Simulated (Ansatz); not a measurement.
cyclo-(Cl2SnNH)3 (Sn3N3Cl6H3), relaxed as a singlet with RKS PBE-D4/def2-SVP in Ansatz, starting from the GFN2-xTB geometry. Force threshold 0.03 eV/Å.

In the def2 sets Sn takes a core potential; there is no spin–orbit coupling.

Start:

```xyz
15

Sn    0.921    0.635    1.744
Cl    0.581    0.559    3.979
Cl    2.787    1.781    1.176
N     1.160   -1.276    1.085
Sn    0.581   -1.827   -0.786
Cl    2.342   -1.473   -2.165
Cl   -0.048   -3.997   -0.702
N    -1.052   -0.749   -1.369
Sn   -1.331    1.226   -1.013
Cl   -3.555    1.593   -1.071
Cl   -0.191    2.571   -2.472
N    -0.750    1.461    0.913
H     0.765   -1.919    1.765
H    -1.334   -1.001   -2.309
H    -0.875    2.417    1.226
```

Problem. Estimate the energy that the relaxation releases and the steps that it takes.

Solution. 0.52 eV, in 14 steps; 47 s on 2 threads of AMD EPYC 7R13 on a shared host and a share (18 GiB) of an NVIDIA H100 80GB HBM3. The force fell under the threshold at step 12, but the optimiser went on. No frequencies were taken in this run, so the end may be a saddle point.

Problem. Does the start keep its bonding?

Solution. By distances, no bond broke or formed. The bond that changes most is Sn1–Cl3, from 2.26 to 2.37 Å (atoms count from 1).

Problem. Predict the relaxed structure.

Solution. 
| atom | x (Å) | y (Å) | z (Å) |
| --- | --- | --- | --- |
| Sn1 | 0.795 | 0.610 | 1.800 |
| Cl2 | 0.625 | 0.696 | 4.142 |
| Cl3 | 2.788 | 1.749 | 1.225 |
| N4 | 0.798 | -1.350 | 1.206 |
| Sn5 | 0.455 | -1.865 | -0.746 |
| Cl6 | 2.341 | -1.522 | -2.134 |
| Cl7 | -0.042 | -4.159 | -0.854 |
| N8 | -1.191 | -0.807 | -1.351 |
| Sn9 | -1.354 | 1.201 | -0.986 |
| Cl10 | -3.584 | 1.857 | -1.327 |
| Cl11 | -0.030 | 2.517 | -2.439 |
| N12 | -0.880 | 1.464 | 0.988 |
| H13 | 1.639 | -1.832 | 1.562 |
| H14 | -1.418 | -1.019 | -2.335 |
| H15 | -0.943 | 2.460 | 1.249 |
Bond lengths (bridged metal pairs left out): 6 × Cl–Sn 2.35 to 2.37 Å; 6 × N–Sn 2.05 Å; 3 × H–N 1.03 Å.
